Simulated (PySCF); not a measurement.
An equivalent PySCF input for Ne²⁺ (neon, charge +2), [He] 2s2 2p4, high-spin 3P determinant, with scalar relativity by spin-free X2C-1e:

```python
from pyscf import gto, scf, dft, mp, cc
import basis_set_exchange as bse
mol = gto.M(atom="Ne 0 0 0", charge=2, spin=2, symmetry="D2h",
            basis=gto.basis.parse(bse.get_basis("x2c-QZVPPall", elements=["Ne"], fmt="nwchem")),
            nucmod="G")
mf = dft.UKS(mol, xc="M06").sfx2c1e()
mf.irrep_nelec = {'Ag': (2, 2), 'B1u': (1, 0), 'B2u': (1, 1), 'B3u': (1, 0)}
mf.kernel()
```

It reaches the same state as the run whose output follows, with an energy that differs only through the grid. The run itself started from symmetry-adapted Hartree-Fock orbitals and held the occupation by maximum overlap, on a logarithmic radial grid, so the iterations belong to that start.

```
SCF conv_tol = 1e-09
number electrons alpha = 5  beta = 3
XC functionals = M06
    Y. Zhao and D. G. Truhlar.,  Theor. Chem. Acc. 120, 215 (2008)
    Y. Zhao and D. G. Truhlar.,  Theor. Chem. Acc. 120, 215 (2008)
cycle= 1 E= -126.78066982421  delta_E= -0.00507  |g|= 0.0158  |ddm|= 0.0442
cycle= 2 E= -126.780690044837  delta_E= -2.02e-05  |g|= 0.00198  |ddm|= 0.00312
cycle= 3 E= -126.780690563649  delta_E= -5.19e-07  |g|= 0.000737  |ddm|= 0.000611
cycle= 4 E= -126.78069065125  delta_E= -8.76e-08  |g|= 4.04e-05  |ddm|= 0.000206
cycle= 5 E= -126.780690651516  delta_E= -2.65e-10  |g|= 8.72e-07  |ddm|= 1.12e-05
converged SCF energy = -126.780690651516  <S^2> = 2.0020957  2S+1 = 3.0013968
```
